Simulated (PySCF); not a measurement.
Job file and geometry (Å, from GFN2-xTB) of an NMR shielding run on SMILES C/C(=C/C(C)C)[CH2][AlH][Cl], C7H14AlCl, GIAO PBE0/pcSseg-1 NMR shielding, non-relativistic, gas phase (PySCF 2.14.0, density-fitted response routines); density fitting, a coarse starting grid and PySCF grid level 2 are the driver's defaults:

```
$ OMP_NUM_THREADS=1 python probes_run.py task.json out

{"job": {"kind": "nmr", "xc": "PBE0", "basis": "pcSseg-1"}, "charge": 0, "multiplicity": 1}
C      1.914788    -1.914163     0.775835
C      0.966608    -0.969196     0.099359
C     -0.064714    -0.435096     0.759145
C     -1.030819     0.545398     0.176464
C     -2.181085    -0.140121    -0.559716
C     -1.562008     1.487105     1.251378
C      1.283114    -0.628668    -1.323144
Al     1.444956     1.380083    -1.364738
Cl     2.279616     2.477268     0.122467
H      2.931131    -1.524973     0.712572
H      1.657511    -2.053046     1.823249
H      1.899110    -2.884687     0.279061
H     -0.239247    -0.711586     1.790069
H     -0.472186     1.169225    -0.577870
H     -1.808089    -0.810695    -1.328935
H     -2.768436    -0.723072     0.146830
H     -2.831505     0.596099    -1.026870
H     -0.738982     2.007915     1.735468
H     -2.108307     0.924225     2.005813
H     -2.234282     2.225253     0.819778
H      2.131559    -1.229670    -1.660981
H      0.445744    -0.886787    -1.982768
H      1.080770     2.126172    -2.662389
```

Q: Write the output of this run.

A: 
```
coarse grid: 19536 points
cycle   1  E = -977.0504808597  dE =  8.245e-01  |g| = 5.404e-01  |ddm| = 4.224e+00
cycle   2  E = -977.0416161830  dE =  8.865e-03  |g| = 5.826e-01  |ddm| = 1.148e+00
cycle   3  E = -977.1317967230  dE = -9.018e-02  |g| = 4.392e-02  |ddm| = 6.502e-01
cycle   4  E = -977.1321290821  dE = -3.324e-04  |g| = 2.961e-02  |ddm| = 8.952e-02
cycle   5  E = -977.1323307411  dE = -2.017e-04  |g| = 8.452e-03  |ddm| = 3.460e-02
cycle   6  E = -977.1323461277  dE = -1.539e-05  |g| = 3.457e-03  |ddm| = 1.069e-02
cycle   7  E = -977.1323490264  dE = -2.899e-06  |g| = 5.607e-04  |ddm| = 3.488e-03
final grid: 177304 points
cycle   8  E = -977.1861879577  dE = -6.120e-05  |g| = 9.740e-03  |ddm| = 4.233e-02
cycle   9  E = -977.1861806028  dE =  7.355e-06  |g| = 1.092e-02  |ddm| = 2.013e-02
cycle  10  E = -977.1862123772  dE = -3.177e-05  |g| = 9.154e-04  |ddm| = 1.144e-02
cycle  11  E = -977.1862125304  dE = -1.532e-07  |g| = 4.290e-04  |ddm| = 1.311e-03
cycle  12  E = -977.1862125737  dE = -4.326e-08  |g| = 1.187e-04  |ddm| = 4.600e-04
cycle  13  E = -977.1862125769  dE = -3.201e-09  |g| = 3.302e-05  |ddm| = 1.301e-04
cycle  14  E = -977.1862125771  dE = -2.565e-10  |g| = 4.802e-06  |ddm| = 3.538e-05
converged SCF energy = -977.1862125771

GIAO shielding tensors (ppm)
atom      isotropic    diamagn.    paramagn.     s11        s22        s33       span
  0 C      156.820     246.909     -90.089    133.238    149.975    187.247     54.009
  1 C       37.924     263.436    -225.512    -77.394     34.196    156.971    234.365
  2 C       55.754     260.005    -204.250    -45.180     87.971    124.473    169.653
  3 C      135.682     249.005    -113.323    123.619    130.095    153.332     29.714
  4 C      163.117     247.887     -84.770    145.776    157.918    185.657     39.881
  5 C      162.496     247.680     -85.184    147.286    154.832    185.371     38.084
  6 C      161.316     254.921     -93.605    145.876    154.143    183.930     38.054
  7 Al     337.941     796.457    -458.516    262.433    360.706    390.686    128.253
  8 Cl     945.534    1150.169    -204.635    791.446    996.305   1048.851    257.405
  9 H       29.785      29.666       0.119     26.151     28.736     34.468      8.316
 10 H       29.940      30.817      -0.877     25.671     28.793     35.356      9.685
 11 H       29.741      29.190       0.551     25.988     27.504     35.731      9.743
 12 H       26.421      37.374     -10.953     24.117     25.188     29.959      5.842
 13 H       31.121      36.903      -5.782     27.804     29.344     36.215      8.411
 14 H       30.175      31.918      -1.743     24.723     30.405     35.395     10.672
 15 H       30.750      31.299      -0.549     27.338     28.329     36.583      9.245
 16 H       30.518      30.575      -0.058     26.545     27.775     37.233     10.688
 17 H       30.102      31.082      -0.980     25.090     29.758     35.459     10.370
 18 H       30.606      31.258      -0.652     27.203     28.237     36.378      9.175
 19 H       30.564      30.185       0.380     26.790     27.859     37.044     10.254
 20 H       30.399      32.090      -1.690     26.394     29.678     35.126      8.732
 21 H       29.842      33.217      -3.375     25.011     29.696     34.819      9.809
 22 H       26.380      28.831      -2.450     22.954     23.667     32.521      9.567
```

Size and cost of the density-fitted run: 237 basis functions, 110 s wall time on 1 thread of an Arm Neoverse N1, shared host; peak memory 1.1 GiB.
